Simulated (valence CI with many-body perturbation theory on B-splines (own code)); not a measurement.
Values are calculated unless marked as measured or tabulated.
Energy levels of Kr XXX

Method: configuration interaction combined with many-body perturbation theory (CI+MBPT): five valence electrons over a frozen Dirac-Fock core [He], radial functions for each j: 9 s, 9 p, 8 d, 6 f, 3 g, 1 h, with the one-electron correlation potential Σ1 (screened to all orders), the two-electron term Σ2, the three-electron term Σ3, Breit, model QED; selected single and double excitations, second order for the rest (own B-spline code, finite nucleus).

No measured spectrum was set against this ion. As an estimate, large intervals hold to a few tenths of a per cent, small ones and those within an open d or f shell to about a per cent. Among the levels kept, up to 1500 cm⁻¹ of a level comes from second order outside the variational space, and about a tenth of that is noise between levels of different J, which matters for small intervals.

Levels 46 to 86 of 86, with energies above the lowest level, (2s^2 2p1/2^2 2p3/2) J=3/2. "Leading %" is the weight of the configuration and term that name the level; weights of strongly mixed levels are sums over their largest components and can fall short. In the jj column 3d3/2^4 stands for four electrons in 3d with j = 3/2.

```tsv
No.	Configuration	Term	J	E (eV)	Leading %	g	Second component	Leading jj
46	2s2.2p2.3d	2F	5/2	2040.4	43	1.204	39 % 2s2.2p2.3d 4P	2s^2 2p1/2 2p3/2 3d5/2 (82 %)
47	2s2.2p2.3d	4D	3/2	2040.8	43	1.221	25 % 2s2.2p2.3d 2P	2s^2 2p1/2 2p3/2 3d5/2 (86 %)
48	2s2.2p2.3d	4F	9/2	2044.2	54	1.228	45 % 2s2.2p2.3d 2G	2s^2 2p1/2 2p3/2 3d5/2 (95 %)
49	2s2.2p2.3p	2D°	5/2	2045.1	56	1.184	20 % 2s2.2p2.3p 2F°	2s^2 2p3/2^2 3p1/2 (89 %)
50	2s.2p3.3s	4S°	3/2	2045.4	40	1.635	14 % 2s2.2p2.3p 4S°	2s 2p1/2^2 2p3/2 3s (54 %)
51	2s2.2p2.3d	4D	5/2	2048.2	39	1.260	33 % 2s2.2p2.3d 2D	2s^2 2p1/2 2p3/2 3d3/2 (52 %)
52	2s2.2p2.3p	2D°	5/2	2050.0	53	1.252	28 % 2s2.2p2.3p 4P°	2s^2 2p3/2^2 3p3/2 (94 %)
53	2s2.2p2.3d	4P	3/2	2050.0	47	1.409	25 % 2s2.2p2.3d 2P	2s^2 2p1/2 2p3/2 3d3/2 (82 %)
54	2s2.2p2.3p	2P°	1/2	2050.8	65	1.044	23 % 2s2.2p2.3p 2S°	2s^2 2p3/2^2 3p3/2 (84 %)
55	2s2.2p2.3p	2F°	7/2	2051.3	52	1.272	45 % 2s2.2p2.3p 4D°	2s^2 2p3/2^2 3p3/2 (93 %)
56	2s2.2p2.3d	4P	1/2	2052.0	55	2.113	26 % 2s2.2p2.3d 2S	2s^2 2p1/2 2p3/2 3d3/2 (88 %)
57	2s2.2p2.3d	2D	5/2	2055.7	60	1.129	23 % 2s2.2p2.3d 2F	2s^2 2p1/2 2p3/2 3d5/2 (65 %)
58	2s2.2p2.3d	2F	7/2	2056.9	48	1.084	35 % 2s2.2p2.3d 2G	2s^2 2p1/2 2p3/2 3d5/2 (77 %)
59	2s2.2p2.3d	2D	3/2	2057.8	72	0.890	17 % 2s2.2p2.3d 2P	2s^2 2p1/2 2p3/2 3d5/2 (91 %)
60	2s2.2p2.3d	2P	1/2	2058.5	77	0.828	14 % 2s2.2p2.3d 2S	2s^2 2p1/2 2p3/2 3d5/2 (84 %)
61	2s2.2p2.3p	2P°	1/2	2068.2	87	0.682	7 % 2s2.2p2.3p 4D°	2s^2 2p3/2^2 3p1/2 (89 %)
62	2s.2p3.3p	6P	3/2	2068.6	66	2.132	17 % 2s.2p3.3p 4P	2s 2p1/2^2 2p3/2 3p1/2 (69 %)
63	2s2.2p2.3p	2P°	3/2	2069.8	47	1.306	10 % 2s.2p3.3s 4D°	2s^2 2p3/2^2 3p3/2 (74 %)
64	2s.2p3.3p	6P	5/2	2070.2	53	1.677	26 % 2s.2p3.3p 4P	2s 2p1/2^2 2p3/2 3p1/2 (64 %)
65	2s.2p3.3s	4D°	1/2	2075.1	61	0.497	22 % 2s.2p3.3s 2P°	2s 2p1/2^2 2p3/2 3s (79 %)
66	2s.2p3.3s	4D°	3/2	2078.6	29	1.331	16 % 2s.2p3.3s 4P°	2s 2p1/2^2 2p3/2 3s (60 %)
67	2s2.2p2.3p	2P°	3/2	2080.6	66	1.301	11 % 2s2.2p2.3p 2D°	2s^2 2p3/2^2 3p3/2 (90 %)
68	2s.2p3.3p	6P	7/2	2083.3	75	1.625	20 % 2s.2p3.3p 4D	2s 2p1/2^2 2p3/2 3p3/2 (69 %)
69	2s.2p3.3s	4D°	5/2	2088.2	57	1.496	17 % 2s.2p3.3s 4P°	2s 2p1/2 2p3/2^2 3s (75 %)
70	2s.2p3.3p	4P	3/2	2090.7	61	1.679	14 % 2s.2p3.3p 2P	2s 2p1/2^2 2p3/2 3p3/2 (75 %)
71	2s.2p3.3p	4P	5/2	2095.1	52	1.562	24 % 2s.2p3.3p 6P	2s 2p1/2^2 2p3/2 3p3/2 (58 %)
72	2s.2p3.3p	4P	1/2	2096.5	71	2.120	8 % 2s.2p3.3p 2P	2s 2p1/2^2 2p3/2 3p3/2 (65 %)
73	2s2.2p2.3d	2F	7/2	2098.4	53	1.227	34 % 2s2.2p2.3d 4D	2s^2 2p3/2^2 3d5/2 (96 %)
74	2s.2p3.3s	2D°	3/2	2098.4	42	1.201	21 % 2s.2p3.3s 4D°	2s 2p1/2 2p3/2^2 3s (75 %)
75	2s2.2p2.3d	2G	9/2	2100.7	54	1.208	44 % 2s2.2p2.3d 4F	2s^2 2p3/2^2 3d5/2 (94 %)
76	2s2.2p2.3d	2D	3/2	2101.8	49	1.064	17 % 2s2.2p2.3d 4P	2s^2 2p3/2^2 3d3/2 (92 %)
77	2s2.2p2.3d	2P	1/2	2102.2	73	0.866	11 % 2s2.2p2.3d 4D	2s^2 2p3/2^2 3d3/2 (46 %)
78	2s2.2p2.3d	2D	5/2	2102.2	35	1.211	21 % 2s2.2p2.3d 4D	2s^2 2p3/2^2 3d3/2 (77 %)
79	2s.2p3.3s	4D°	7/2	2103.8	97	1.421		2s 2p1/2 2p3/2^2 3s (97 %)
80	2s2.2p2.3d	2F	7/2	2106.0	50	1.071	33 % 2s2.2p2.3d 2G	2s^2 2p3/2^2 3d3/2 (93 %)
81	2s2.2p2.3d	2S	1/2	2110.8	45	1.833	25 % 2s2.2p2.3d 4P	2s^2 2p3/2^2 3d5/2 (42 %)
82	2s.2p3.3p	4F	3/2	2113.8	31	0.926	11 % 2s.2p3.3p 4D	2s 2p1/2^2 2p3/2 3p1/2 (62 %)
83	2s.2p3.3p	4D	1/2	2113.8	35	1.050	18 % 2s.2p3.3p 2P	2s 2p1/2^2 2p3/2 3p1/2 (63 %)
84	2s.2p3.3s	2D°	5/2	2114.2	77	1.238	18 % 2s.2p3.3s 4D°	2s 2p1/2 2p3/2^2 3s (96 %)
85	2s2.2p2.3d	2P	3/2	2115.5	49	1.159	11 % 2s.2p3.3p 4F	2s^2 2p3/2^2 3d5/2 (64 %)
86	2s2.2p2.3d	2D	5/2	2117.1	63	1.122	25 % 2s2.2p2.3d 2F	2s^2 2p3/2^2 3d5/2 (84 %)
```
